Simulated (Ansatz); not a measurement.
Ansatz (a program for electronic structure) input (LC-wPBE/def2-TZVPD):

Ansatz 0.2 input:
```yaml
crystal:
  periodic: [false, false, false]
  atoms:
    - {symbol: F, position_ang: [-0.42920222, -1.61669651, -1.28328212]}
    - {symbol: Ge, position_ang: [-0.06960915, -0.55528171, 0.02247165]}
    - {symbol: F, position_ang: [0.03032214, -1.56522449, 1.41205100]}
    - {symbol: Br, position_ang: [-1.78637462, 0.91000957, 0.28717884]}
    - {symbol: Br, position_ang: [1.95258644, 0.41588483, -0.34083634]}
basis:
  gaussian:
    orbitals: def2-TZVPD
hamiltonian:
  xc: {name: LC-wPBE}
output: {forces: true}
```

Output:

```
Functional definition: LC-wPBE
integrals: 0.38 GiB planned
1607 factors; their error is unknown
integrals: 0.42 GiB planned
426 factors; integrals over basis functions are off by at most 6.9e-5 eV
0.34 GiB of the device are held for the grids
2.23 GiB of device memory are held for the factors and their scratch space
mean field: 1.28 GiB planned
mean field evaluation 1: about -202017.5624 eV, gradient 5.5e1 eV
mean field evaluation 2: about -202015.6788 eV, gradient 7.3e1 eV
mean field evaluation 4: about -202021.9514 eV, gradient 1.2e0 eV
mean field evaluation 8: about -202021.9603 eV, gradient 4.0e-2 eV
mean field evaluation 16: about -202021.9495 eV, gradient 5.5e-5 eV
mean field -202021.94949003 eV, -7424.1697083632 hartree, gradient 3.3e-5 eV, S^2 0.000000; 0 other end points of the search recorded, 0 dependent functions left out
the calculation of the forces begins
reference -202021.94949004 eV, -7424.1697083635 hartree; 60, 60 occupied and 188, 188 virtual orbitals, 1607 factors
Total energy: -202021.94949004 eV, -7424.1697083635 hartree
Atom 0 at    -0.429202    -1.616697    -1.283282 Å, force     0.103031     0.319752     0.361825 eV/Å
Atom 1 at    -0.069609    -0.555282     0.022472 Å, force     0.016405     0.130862    -0.005296 eV/Å
Atom 2 at     0.030322    -1.565224     1.412051 Å, force    -0.024657     0.305449    -0.387127 eV/Å
Atom 3 at    -1.786375     0.910010     0.287179 Å, force     0.553105    -0.457391    -0.085564 eV/Å
Atom 4 at     1.952586     0.415885    -0.340836 Å, force    -0.647884    -0.298673     0.116161 eV/Å
Dipole moment:     0.041911     0.334332    -0.013530 e Å
```
